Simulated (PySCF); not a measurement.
# Fine-structure interval of Sb³⁸⁺ by level of theory

Sb³⁸⁺ [Ne] 3s2 3p1 [3p1/2^1, M_J = 1/2] → Sb³⁸⁺ [Ne] 3s2 3p1 [3p3/2^1, M_J = 3/2], as a difference of total energies. Calculation: PySCF 2.14, in an uncontracted even-tempered set (18 s from 7.7 bohr⁻², ratio 2.4; 14 p from 10 bohr⁻², ratio 2.4; 4 d from 34 bohr⁻², ratio 2.6; 4 f from 52 bohr⁻², ratio 2.6); the two-component X2C-1e Hamiltonian. Correlated levels: 1s2 frozen; the 54 highest virtual spinors dropped. "Screened" scales the spin-orbit matrix elements by Boettger's factors to mimic the two-electron term; Breit and QED terms are absent.

```tsv
method	fine-structure interval (cm⁻¹)
GHF (screened spin-orbit)	524460
GMP2 (screened spin-orbit)	521570
GHF (bare spin-orbit)	546790
```
